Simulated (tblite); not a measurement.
H7B3N3 (SMILES B1NB[NH2+]BN1), charge +1, singlet, geometry from GFN2-xTB; GFN1-xTB (tblite 0.6.0).

Here is a job for tblite.
```
$ tblite run mol.xyz --method gfn1 --charge 1 --spin 0 --grad --json tblite.json --no-restart

# file mol.xyz
13

B      0.86251219    -1.19327684     0.20470020
N      1.39506126     0.13710217     0.26582380
B      0.66986180     1.29721651     0.08876115
N     -0.82466883     1.14092094    -0.19571883
B     -1.41304089    -0.26903579    -0.26514000
N     -0.54097915    -1.31871608    -0.06312431
H      1.53770716    -2.12740221     0.36494437
H      2.38574493     0.21228932     0.45529505
H      1.11296446     2.37378670     0.14057704
H     -1.03809559     1.62294398    -1.07286357
H     -1.34412975     1.67284054     0.50748952
H     -2.55236918    -0.38238491    -0.48219127
H     -0.90438046    -2.26174200    -0.10372250
```

Task: What does tblite print? Leave out banner, timings and long lists.

Result: 
```
xTB calculator
 | screened Coulomb repulsion
 | Coulomb electrostatics
 |  * isotropic Klopman-Ohno-Mataga-Nishimoto electrostatics
 |  * onsite third-order electrostatics
 | DFT-D3(BJ) dispersion correction

halogen bonding energy    0.0000000000000E+00 Eh
repulsion energy          2.2922502841836E-01 Eh
dispersion energy        -4.6055053050663E-03 Eh
number of electrons       3.0000000000000E+01 e
integral cutoff           2.1261634374110E+01 bohr

------------------------------------------------------------
  cycle        total energy    energy error   density error
------------------------------------------------------------
      1     -17.14853339993  -1.7373153E+01   6.4691172E-01
      2     -17.28580338435  -1.3726998E-01   3.3621500E-01
      3     -17.28828211110  -2.4787267E-03   1.1375689E-01
      4     -17.28890183674  -6.1972564E-04   1.1025148E-02
      5     -17.28908738205  -1.8554530E-04   4.8951922E-03
      6     -17.28910946075  -2.2078706E-05   1.1900370E-03
      7     -17.28911203176  -2.5710071E-06   2.9558893E-04
      8     -17.28911216609  -1.3433132E-07   3.0423690E-05
      9     -17.28911216766  -1.5663524E-09   5.1824444E-06
------------------------------------------------------------

electronic energy        -1.7513731690770E+01 Eh
total energy             -1.7289112167657E+01 Eh

Post processing:
 | Mayer-Wiberg bond orders

[Info] Tight-binding results written to 'tblite.txt'
[Info] JSON dump of results written to 'tblite.json'
```
